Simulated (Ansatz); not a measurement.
Mulliken charges of ClFH4Si3, SMILES `F[Si@H]1[SiH2][Si@@H]1Cl` from B3LYP/def2-TZVPP in Ansatz (PBE0-D4/def2-TZVP geometry).

| atom | x (Å) | y (Å) | z (Å) | charge (e) |
| --- | --- | --- | --- | --- |
| F1 | -1.266 | -0.360 | 2.442 | -0.308 |
| Si2 | -0.429 | 0.291 | 1.245 | 0.428 |
| Si3 | 1.245 | -0.601 | -0.110 | 0.050 |
| Si4 | -0.792 | 0.195 | -1.008 | 0.239 |
| Cl5 | -1.180 | 1.774 | -2.259 | -0.222 |
| H6 | 0.055 | 1.637 | 1.644 | -0.066 |
| H7 | 2.560 | 0.088 | -0.073 | -0.039 |
| H8 | 1.390 | -2.049 | -0.409 | -0.037 |
| H9 | -1.495 | -1.021 | -1.490 | -0.045 |

Task: By hand: the dipole of these point charges (1 e Å = 4.8032 D).

Result: Σ q r = (0.254, -0.132, 0.012) e Å, of length 0.287 e Å = 1.38 D.

Task: How does the dipole of the full density compare? (Estimate.)

Result: Computed: (0.211, -0.087, -0.040) e Å, 1.11 D; the point charges give 1.24 times that, at 13° from its direction.

Point charges leave out the atoms' own dipoles, such as those of lone pairs, and Mulliken's split depends on the basis, so the two needn't agree.

B3LYP here is the variant with VWN-RPA as its local correlation; programs differ in this.
